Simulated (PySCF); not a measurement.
Al(F)2(Et), SMILES C[CH2][Al]([F])[F] (PBE0/def2-SVP optimised geometry):

```
10

Al     0.045     1.162     0.000
F      1.705     1.162     0.000
F     -0.673     2.658     0.000
C     -0.995    -0.473     0.002
C     -0.203    -1.779    -0.054
H     -1.705    -0.404    -0.843
H     -1.638    -0.441     0.901
H      0.482    -1.882     0.801
H      0.414    -1.847    -0.964
H     -0.868    -2.658    -0.046
```

Computed with PySCF with PBE0/def2-TZVP.

Question: What are the frontier orbital energies and the dipole moment?

Answer: HOMO-2 -10.80 eV, HOMO-1 -10.07 eV, HOMO -8.53 eV, LUMO -0.57 eV, LUMO+1 -0.25 eV; dipole moment 2.47 D.

Meta-Löwdin charges at PBE0/def2-TZVP: Al1 1.31, F2 -0.54, F3 -0.54, C4 -0.51, C5 -0.32, H6 0.13, H7 0.13, H8 0.11, H9 0.11, H10 0.12.
